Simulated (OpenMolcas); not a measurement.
Nb4+: moving the ligands

Nb4+ with 4 ligands (fluoride) in tetrahedral coordination (Td) at 1.86 Å. Ligand basis ANO-RCC-VDZP.

* Program: OpenMolcas 26.06
* Method: CASSCF
* Basis: ANO-RCC-VTZP [7s6p4d2f1g]
* Scalar Hamiltonian: DKH2, point nucleus
* Active space: 1 electron in 5 orbitals (4d)
* State averaging: 2S+1 = 2 even, 5 roots
* Spin-orbit coupling: RASSI with atomic mean-field integrals over the reference wave functions

Runs around this geometry, states (labels of Td). Energies in cm-1 above the lowest state or level, χT in cm3 K/mol; 10Dq is the gap between the two states; 10Dq is negative for this site.

| R (Å) | Ground state | First state of that spin | 10Dq | First gap with spin-orbit (degeneracies) | χT at 300 K |
| --- | --- | --- | --- | --- | --- |
| 1.81 | 2E | 2T2 15336 | -15336 | 15328 (4, 4) | 0.347 |
| 1.86 | 2E | 2T2 14125 | -14125 | 14085 (4, 4) | 0.343 |
| 1.97 | 2E | 2T2 11729 | -11729 | 11644 (4, 4) | 0.334 |

Taking |10Dq| as R^-n, n = -ln(11729 / 15336) / ln(1.97 / 1.81) = 3.2 between the shortest and longest distance. The point-charge formula for a cubic d site gives n = 5.

An orbital doublet at a regular site is open to a Jahn-Teller distortion, which this geometry leaves out. With metal d orbitals alone the field can be off either way by tens of per cent. Ligand-to-metal charge-transfer states are missing. The least metal-like active orbital is 70 % on the metal (Löwdin) and no ligand orbital is active, so the numbers are rough (holds for R = 1.81). The least metal-like active orbital is 73 % on the metal (Löwdin) and no ligand orbital is active, so the numbers are rough (holds for R = 1.86). The least metal-like active orbital is 77 % on the metal (Löwdin) and no ligand orbital is active, so the numbers are rough (holds for R = 1.97). No measured value stands beside these numbers; the geometry is a model, was not optimised and need not be the one that this ion takes.
